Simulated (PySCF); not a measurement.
**NMR parameters from quadrupole coupling constants**

Species: C4H7NOSi.
Atom-mapped SMILES: `[NH2:1][c:2]1[cH:3][o:4][c:5]([SiH3:6])[cH:7]1` (hydrogens: H8, H9 on N1; H10 on C3; H11, H12, H13 on Si6; H14 on C7)

Structure used (GFN2-xTB), in Å, numbered top down from 1:
```
atom  x, y, z in Å
N1    -2.7416    0.1723   -0.2588
C2    -1.4127   -0.0433    0.0794
C3    -0.9146   -0.8300    1.0834
O4     0.4338   -0.8593    1.0382
C5     0.8281   -0.0844    0.0022
Si6    2.6644    0.0756   -0.3115
C7    -0.2750    0.4395   -0.6173
H8    -2.9005    1.0477   -0.7351
H9    -3.3885    0.0241    0.5016
H10   -1.3982   -1.4003    1.8509
H11    2.8291    0.9628   -1.4635
H12    3.3156    0.6482    0.8697
H13    3.2353   -1.2432   -0.5925
H14   -0.2758    1.0898   -1.4688
```

Computed at PBE0/pcSseg-1 (PySCF, non-relativistic):

```csv
atom,environment,nucleus,spin I,Q (b),CQ = χzz (MHz),η
N1,aniline-type nitrogen,14N,1,0.02044,-5.591,0.121
O4,furan-type oxygen,17O,5/2,-0.0256,-8.893,0.102
```

Problem. Work back to Vxx, Vyy and Vzz; CQ/MHz = 234.96 (Q/b)(Vzz/au).

Solution. The tensor is traceless, so η fixes the two smaller values:

```json
{"atom": "N1", "Vxx (au)": "0.512", "Vyy (au)": "0.652", "Vzz (au)": "-1.164", "Vzz (10²¹ V/m²)": "-11.31"}
{"atom": "O4", "Vxx (au)": "-0.664", "Vyy (au)": "-0.815", "Vzz (au)": "1.478", "Vzz (10²¹ V/m²)": "14.37"}
```

Problem. PQ = |CQ|√(1 + η²/3), νQ = 3|CQ|/[2I(2I − 1)], ν0 = |g|·7.62259 MHz/T·B with g(14N) = 0.40376, g(17O) = −0.75752: values at 18.8 T?

Solution. 
```tsv
atom	PQ (MHz)	νQ (MHz)	ν0 (MHz)	νQ/ν0
N1	5.605	8.387	57.86	0.145
O4	8.908	1.334	108.56	0.012
```

For N1: PQ = 5.591 × 1.0024, νQ = 5.591 × 1.5000, ν0 = 3.0777 MHz/T × 18.8 T.

Problem. For half-integer spins with νQ below a tenth of ν0, find the second-order shift of the centre of gravity of the central transition at 18.8 and 23.5 T.

Solution. δ = −(3/40)(PQ/ν0)² [I(I + 1) − 3/4]/[I²(2I − 1)²], in ppm:

| site | 18.8 T | 23.5 T |
| --- | --- | --- |
| 17O at O4 | -40.4 | -25.9 |

Problem. First-order 14N doublet splittings with the field along y and x of the gradient, (3/4)|CQ|(1 ± η)?

Solution. N1: 4.700 and 3.687 MHz.

Problem. Take a correlation time of 20 ps, isotropic tumbling and extreme narrowing. What quadrupolar relaxation rates and linewidths follow?

Solution. Rate = (3π²/10) PQ² τc (2I + 3)/[I²(2I − 1)], the same for T1 and T2; width = rate/π.

| site | spin factor (2I + 3)/[I²(2I − 1)] | 1/T1 (s⁻¹) | T1 (ms) | linewidth (Hz) |
| --- | --- | --- | --- | --- |
| 14N at N1 | 5.000 | 9300 | 0.108 | 2960 |
| 17O at O4 | 0.320 | 1500 | 0.665 | 479 |

Solvent, lattice and vibrations would change these gradients. Isolated species at its GFN2-xTB geometry, gas phase. GFN2-xTB bond lengths can be off by several hundredths of an ångström, more for odd bonds, and the gradients follow them. With a basis this small, the couplings can be 20 % off.
